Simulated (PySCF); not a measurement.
Job file and geometry (Å, from GFN2-xTB) of an NMR shielding run on SMILES O=Cc1cccc2c1C=C[SiH2]2, C9H8OSi, GIAO PBE0/pcSseg-1 NMR shielding, non-relativistic, gas phase (PySCF 2.14.0, density-fitted response routines); density fitting, a coarse starting grid and PySCF grid level 2 are the driver's defaults:

```
$ OMP_NUM_THREADS=1 python probes_run.py task.json out

{"job": {"kind": "nmr", "xc": "PBE0", "basis": "pcSseg-1"}, "charge": 0, "multiplicity": 1}
O     -3.474528     1.488908     0.029666
C     -2.268092     1.529722     0.007139
C     -1.392453     0.354486     0.018318
C     -1.999424    -0.908480     0.056753
C     -1.247644    -2.061856     0.067537
C      0.141708    -1.979480     0.039081
C      0.769347    -0.752361     0.001639
C      0.006197     0.432122    -0.009090
C      0.807571     1.648235    -0.049483
C      2.137781     1.495769    -0.071705
Si     2.610080    -0.326690    -0.042065
H     -1.748288     2.505328    -0.023921
H     -3.078705    -0.945197     0.077793
H     -1.732935    -3.026193     0.097480
H      0.733809    -2.883464     0.046673
H      0.327619     2.615658    -0.059833
H      2.801930     2.343722    -0.102049
H      3.275142    -0.786701    -1.261134
H      3.321081    -0.734276     1.169740
```

**Question.** Write the output of this run.

**Answer.** 
```
coarse grid: 17448 points
cycle   1  E = -711.5756831119  dE =  2.079e+00  |g| = 8.080e-01  |ddm| = 4.651e+00
cycle   2  E = -711.1727639126  dE =  4.029e-01  |g| = 1.640e+00  |ddm| = 3.575e+00
cycle   3  E = -711.7064645632  dE = -5.337e-01  |g| = 1.867e-01  |ddm| = 2.822e+00
cycle   4  E = -711.7141165468  dE = -7.652e-03  |g| = 7.675e-02  |ddm| = 3.492e-01
cycle   5  E = -711.7154234654  dE = -1.307e-03  |g| = 3.163e-02  |ddm| = 1.388e-01
cycle   6  E = -711.7156747108  dE = -2.512e-04  |g| = 7.082e-03  |ddm| = 3.613e-02
cycle   7  E = -711.7156868689  dE = -1.216e-05  |g| = 2.161e-03  |ddm| = 8.776e-03
cycle   8  E = -711.7156879200  dE = -1.051e-06  |g| = 5.610e-04  |ddm| = 3.434e-03
final grid: 166984 points
cycle   9  E = -711.7911968912  dE = -2.836e-05  |g| = 1.180e-02  |ddm| = 7.557e-02
cycle  10  E = -711.7911244256  dE =  7.247e-05  |g| = 2.259e-02  |ddm| = 3.910e-02
cycle  11  E = -711.7912254634  dE = -1.010e-04  |g| = 2.622e-03  |ddm| = 2.797e-02
cycle  12  E = -711.7912269724  dE = -1.509e-06  |g| = 4.024e-04  |ddm| = 3.042e-03
cycle  13  E = -711.7912270003  dE = -2.793e-08  |g| = 2.327e-04  |ddm| = 6.686e-04
cycle  14  E = -711.7912270151  dE = -1.480e-08  |g| = 4.493e-05  |ddm| = 3.453e-04
cycle  15  E = -711.7912270156  dE = -4.736e-10  |g| = 1.509e-05  |ddm| = 6.649e-05
converged SCF energy = -711.7912270156

GIAO shielding tensors (ppm)
atom      isotropic    diamagn.    paramagn.     s11        s22        s33       span
  0 O     -329.456     397.095    -726.551   -979.575   -409.691    400.898   1380.473
  1 C       -5.858     244.257    -250.115    -95.232    -19.566     97.224    192.457
  2 C       53.972     258.306    -204.333    -26.301     20.982    167.235    193.535
  3 C       50.929     249.622    -198.693    -56.396     20.213    188.971    245.366
  4 C       54.214     255.742    -201.528    -54.983     41.886    175.739    230.722
  5 C       41.207     252.552    -211.345    -74.962     26.016    172.568    247.530
  6 C       45.995     257.986    -211.991    -42.207      5.074    175.117    217.324
  7 C       29.852     255.462    -225.611    -58.768     -3.632    151.955    210.723
  8 C       33.741     251.141    -217.400    -85.990     38.015    149.196    235.186
  9 C       47.197     260.766    -213.569    -61.884     34.718    168.757    230.641
 10 Si     395.311     883.062    -487.751    341.661    392.639    451.633    109.971
 11 H       20.787      29.753      -8.967     16.888     21.890     23.583      6.695
 12 H       23.179      32.294      -9.115     18.906     23.842     26.788      7.882
 13 H       24.064      30.380      -6.316     20.674     24.453     27.065      6.391
 14 H       23.656      31.281      -7.625     19.671     22.903     28.395      8.723
 15 H       23.016      32.419      -9.403     19.986     21.564     27.499      7.513
 16 H       24.936      29.451      -4.515     23.920     24.245     26.642      2.722
 17 H       26.823      29.069      -2.247     23.327     24.881     32.260      8.933
 18 H       26.823      29.069      -2.246     23.328     24.880     32.260      8.932
```

**Question.** Turn these shieldings into chemical shifts. Referencing at the same level of theory: H2O for 17O (336.08 ppm); 13C (186.93 ppm) and 29Si (349.16 ppm) and 1H (31.72 ppm) vs TMS.

**Answer.** Averaging equivalent atoms: O 0: 665.5; C 1: 192.8; C 7: 157.1; C 8: 153.2; C 5: 145.7; C 6: 140.9; C 9: 139.7; C 3: 136.0; C 2: 133.0; C 4: 132.7; Si 10: -46.2; H 11: 10.93; H 15: 8.70; H 12: 8.54; H 14: 8.06; H 13: 7.65; H 16: 6.78; H 17/18: 4.89 ppm. Unscaled 17O shifts of doubly bonded oxygen tend to come out too high, by tens of ppm or more. Experimental scales use liquid or dissolved standards, which lie at an offset from isolated H2O (liquid H2O: subtract about 36 ppm).

Size and cost of the density-fitted run: 234 basis functions, 71 s wall time on 1 thread of an Arm Neoverse V1, shared host; peak memory 1.1 GiB.
